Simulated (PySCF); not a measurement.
A structure optimised at PBE0-D3(BJ)/def2-TZVPD, used in a PySCF frequency run:

```xyz
3

K      0.0000     0.0000     0.7482
O      0.0000     0.0000    -1.4735
H      0.0000     0.0000    -2.4283
```
Charge 0, spin multiplicity 1.

Task: Write its SMILES, formula and point group.

Result: [OH][K], HKO, C∞v

Task: What are its rotational constants (standard atomic weights)?

Result: 8.1010 GHz (linear rotor, B only)
